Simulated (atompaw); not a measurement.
# copper: one change to a PAW (atompaw) potential, before and after

```json
{
  "Element": "copper (Cu)",
  "Generator": "atompaw 4.2.0.5",
  "Type": "PAW",
  "Functional": "PBE",
  "Relativity": "scalar-relativistic",
  "Frozen core": "[Ne]",
  "Valence charge": "19",
  "Reference configuration": "3s2 3p6 3d10 4s0 4p1",
  "Partial waves": "3s (bound): rc 0.80 bohr; 4s (bound, empty): rc 1.00 bohr; 3p (bound): rc 0.90 bohr; 4p (bound): rc 1.30 bohr; 3d (bound): rc 1.30 bohr; 3d channel at 1.65 Ry: rc 1.30 bohr",
  "Local potential": "bessel scheme, radius 1.10 bohr",
  "Core correction": "smooth core density matched at 0.80 bohr",
  "Augmentation charge": "sinc compensation charge, radius 1.20 bohr; PAW radius 1.30 bohr; waves and projectors: custom rrkj gramschmidtortho"
}
```

Change: all radii scaled by about 1.23 (s 0.98, p 1.10, d 1.60 bohr); local potential bessel scheme, radius 1.36 bohr; augmentation sinc compensation charge, radius 1.48 bohr; PAW radius 1.60 bohr; waves and projectors: custom rrkj gramschmidtortho; core correction smooth core density matched at 0.98 bohr.

Cutoffs: the cutoffs (Ry, on a coarse ladder) from which the occupation-weighted sum of valence levels, in a spherical-Bessel basis at the reference potential, stays within 10 and 1 mRy of its value at 400 Ry; they do not see the model core or the augmentation charge, which bear on the density cutoff.

Task: What does the change do?

Result: The potential gets softer (110 Ry and 200 Ry → 80 Ry and 140 Ry); neither file shows a bound ghost. A larger radius leaves more room for a smooth pseudo-wave, so fewer plane waves are needed.

| quantity | base | changed |
| --- | --- | --- |
| cutoff, loose | 110 Ry | 80 Ry |
| cutoff, tight | 200 Ry | 140 Ry |
| loose cutoff by channel (10 mRy a level) | s 50 Ry, p 90 Ry, d 50 Ry | s 50 Ry, p 60 Ry, d 35 Ry |
| bound ghosts | none | none |
| lowest overlap eigenvalue by channel | s 0.10, p 0.04, d 0.82 | s 0.11, p 0.55, d 0.17 |

 The cutoffs see the waves, projectors and local potential, not the compensation charge or the core.
